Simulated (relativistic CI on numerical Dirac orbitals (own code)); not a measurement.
## Sensitivity of the levels of Bi XLI to α and to the nuclear radius

These numbers are calculated, not measured: Dirac-Coulomb-Breit CI, separate exchange-only KLI orbitals for each configuration, derivatives by finite differences, unscaled Slater integrals, QED left out (own radial code, finite nucleus).

CI space (outside the closed core [Ar] 3d10): 4s²4p⁶4d⁷, 4s²4p⁶4d⁶4f, 4s²4p⁵4d⁸, 4s²4p⁴4d⁹, 4s4p⁶4d⁸, 4p⁶4d⁹, 4s4p⁵4d⁹, 4s²4p⁶4d⁶5s. Levels of other configurations are missing.

With x = (α/α₀)² − 1 an excitation energy changes as ω = ω₀ + qx; K = 2q/ω₀ is the relative enhancement. Terms are leading LS components, so labels can repeat. The field-shift factor is F = δν/δ⟨r²⟩ for the transition from the lowest level.

Lowest level 4s²4p⁶4d⁷ ⁴F9/2.

| Level | ω₀ (cm⁻¹) | q (cm⁻¹) | K | F (GHz/fm²) |
| --- | --- | --- | --- | --- |
| 4s²4p⁶4d⁷ ²P3/2 | 42514 | 1528 | 0.0719 | -1.36 |
| 4s²4p⁶4d⁷ ²D5/2 | 69039 | 8369 | 0.242 | 0.326 |
| 4s²4p⁶4d⁷ ⁴F7/2 | 244165 | 264800 | 2.17 | 11.8 |
| 4s²4p⁶4d⁷ ²H9/2 | 273755 | 259500 | 1.9 | 11.9 |
| 4s²4p⁶4d⁷ ⁴P3/2 | 278423 | 266100 | 1.91 | 11.8 |
| 4s²4p⁶4d⁷ ⁴P5/2 | 287208 | 269000 | 1.87 | 12.1 |
| 4s²4p⁶4d⁷ ⁴P1/2 | 291649 | 264600 | 1.81 | 10.5 |
| 4s²4p⁶4d⁷ ²H11/2 | 308422 | 260400 | 1.69 | 12.6 |
| 4s²4p⁶4d⁷ ²F7/2 | 328709 | 267900 | 1.63 | 12 |
| 4s²4p⁶4d⁷ ²F5/2 | 343721 | 258900 | 1.51 | 11.9 |
| 4s²4p⁶4d⁷ ²D3/2 | 408228 | 267200 | 1.31 | 12.9 |
| 4s²4p⁶4d⁷ ⁴F5/2 | 517021 | 525000 | 2.03 | 23.2 |
| 4s²4p⁶4d⁷ ⁴P3/2 | 530364 | 528200 | 1.99 | 22.8 |
| 4s²4p⁶4d⁷ ²P1/2 | 551486 | 529900 | 1.92 | 22.1 |
| 4s²4p⁶4d⁷ ²H9/2 | 556279 | 525400 | 1.89 | 24.1 |
| 4s²4p⁶4d⁷ ²F7/2 | 565315 | 520600 | 1.84 | 23.2 |
| 4s²4p⁶4d⁷ ²D5/2 | 653327 | 526200 | 1.61 | 24 |
| 4s²4p⁶4d⁷ ²D3/2 | 813412 | 790800 | 1.94 | 34.2 |
| 4s²4p⁵4d⁸ ⁴F°9/2 | 1855892 | 167400 | 0.18 | 38.8 |
| 4s²4p⁵4d⁸ ⁴G°11/2 | 1856195 | 335700 | 0.362 | 36.8 |
| 4s²4p⁵4d⁸ ²D°5/2 | 1869192 | 299800 | 0.321 | 34.8 |
| 4s²4p⁶4d⁶4f ²F°7/2 | 1875488 | 104800 | 0.112 | 39.8 |
| 4s²4p⁵4d⁸ ²P°1/2 | 1882649 | 239900 | 0.255 | 38 |

At this charge energies of transitions that change n are usually good to better than 1 %, and those within a shell (Δn = 0) to a few per cent. Terms inside the open d or f shell come out 10 to 20 % too wide with unscaled integrals.
